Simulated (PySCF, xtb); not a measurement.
Si(OMe)(NH2) (CH₅NOSi), SMILES CO[Si]N (connectivity only; charge and spin as stated), neutral, multiplicity 1. The values are those of a single conformer.

Harmonic wavenumbers (cm⁻¹) from GFN2-xTB (xtb) at its own minimum, in rising order: 88, 154, 158, 332, 341, 370, 696, 751, 877, 1097, 1122, 1133, 1405, 1488, 1491, 1516, 2924, 2936, 2973, 3384, 3522.

Task: What does PySCF with B3LYP-D3(BJ)/def2-SVP give at its own minimum? (An estimate is asked for; the answer gives what the named calculation found.)

Result: 101, 178, 197, 370, 466, 502, 690, 770, 824, 1135, 1169, 1200, 1470, 1472, 1476, 1537, 2980, 3045, 3095, 3540, 3640. Paired by order, the mean absolute difference is 61 cm⁻¹ and the zero-point energies are 41.1 and 42.7 kcal/mol.
